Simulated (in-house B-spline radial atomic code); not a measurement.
RPA and G0W0 on CAM-B3LYP: P⁴⁺

Configuration [Ne] 3s1, highest spin, mean-field start CAM-B3LYP. Computed with a B-spline radial code for spherical atoms: all electrons, non-relativistic, point nucleus, each spin shell either full or empty, empty states to l = 9 with an (l + 1/2)⁻⁴ tail; G0W0 by contour deformation at full frequency.

Command:
```bash
python run_gw.py task.json out
```
Settings (radii: box in bohr, nucleus in fm):
```
Z                        15
electrons                11
configuration            [Ne] 3s1
hamiltonian              nr
method                   camb3lyp
lmax                     9
spin_polarised           True
box_radius               11.96
intervals                47
ion_configuration        [He] 2s2 2p6
```

Cost of the run: 1.6 s on 1 thread of Arm Neoverse V2, on a shared host.

Energies (hartree):

```csv
term,value
mean-field total,-337.17251
Hartree-Fock functional on these orbitals,-336.73103
direct second order,-0.70194
second-order exchange,0.2602
SOSEX correction,0.24195
```

Q: What is the RPA correlation energy, and what remains with SOSEX?

A: RPA gives -0.63811 hartree (-1.58 eV per electron); RPA + SOSEX gives -0.39616, and the second-order doubles -0.44174 hartree (no singles). RPA lacks exchange-type terms and so overcorrelates at short range.

Quasi-particle levels (eV):

```json
{"level": "3s up", "occupied": "yes", "mean field": "-62.50", "Σx - vxc": "-2.01", "Σc": "?", "QP weight": "?", "G0W0": "?"}
{"level": "2p down", "occupied": "yes", "mean field": "-187.46", "Σx - vxc": "-15.56", "Σc": "2.94", "QP weight": "0.948", "G0W0": "-200.08"}
{"level": "2p up", "occupied": "yes", "mean field": "-187.83", "Σx - vxc": "-15.73", "Σc": "2.99", "QP weight": "0.924", "G0W0": "-200.57"}
{"level": "3s down", "occupied": "no", "mean field": "-54.68", "Σx - vxc": "5.36", "Σc": "-1.99", "QP weight": "0.957", "G0W0": "-51.31"}
```

G0W0 = mean field + (Σx - vxc) + Σc, with Σc (partial-wave tail included) taken at the quasi-particle energy. Only the outer levels were computed. Levels of low weight are left out.

Q: Where does G0W0 put 3s up?

A: At -65.80 eV, with Σc = -1.29 eV and a quasi-particle weight of 0.975. The tabulated removal energy is 65.025 eV (NIST, measured); the calculation leaves out relativity, Breit and QED terms, and what these don't explain is the method's own error.

Q: What does it cost to remove one electron (to [He] 2s2 2p6) by differences of total energies, each species on its own start (correlation terms add to the Hartree-Fock functional)?

A: CAM-B3LYP 65.77 eV, Hartree-Fock functional 64.41 eV, + RPA 65.47 eV, + RPA + SOSEX 64.82 eV, + second order 64.92 eV. Tabulated: 65.025 eV (NIST, measured); the calculation leaves out relativity, Breit and QED terms, and what these don't explain is the method's own error.
